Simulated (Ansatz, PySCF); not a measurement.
Reaction (SMILES): CCC([SiH3])[SiH3] + 4 [H][H] (H2) → 3 C (CH4) + 2 [SiH4] (SiH4)
Structures are relaxed separately at B3LYP-D3(BJ)/def2-TZVP in Ansatz (a first-principles code), one conformer each, not searched for the lowest. Frequencies are from Ansatz or PySCF.

Property: energy of full hydrogenation (enthalpy at 298 K, with B3LYP-D3(BJ) rigid-rotor harmonic-oscillator terms), in kcal/mol. Cores are frozen in the correlated levels unless marked. Spin-orbit coupling is left out. No relativistic terms. CBS marks a two-point X^-3 extrapolation of the correlation energy; Hartree-Fock from the larger set.

Level to compare with: CCSD(T)/CBS(cc-pV(T+d)Z,cc-pV(Q+d)Z) (Ansatz), -34.9 kcal/mol. It is a level with limits of its own, and the differences hold the functionals' basis error too.

### Question
Rank these functionals by how close they come to CCSD(T)/CBS(cc-pV(T+d)Z,cc-pV(Q+d)Z), closest first: revPBE/def2-TZVPD (Ansatz); LC-wPBE/def2-TZVPD (Ansatz); r2SCAN/def2-TZVPD (Ansatz); SVWN5/def2-TZVPD (Ansatz).

### Answer
r2SCAN/def2-TZVPD (meta-GGA, -36.6 kcal/mol, difference -1.7), SVWN5/def2-TZVPD (LDA, -31.2 kcal/mol, difference 3.7), LC-wPBE/def2-TZVPD (range-separated hybrid, -40.5 kcal/mol, difference -5.6), revPBE/def2-TZVPD (GGA, -42.5 kcal/mol, difference -7.6)
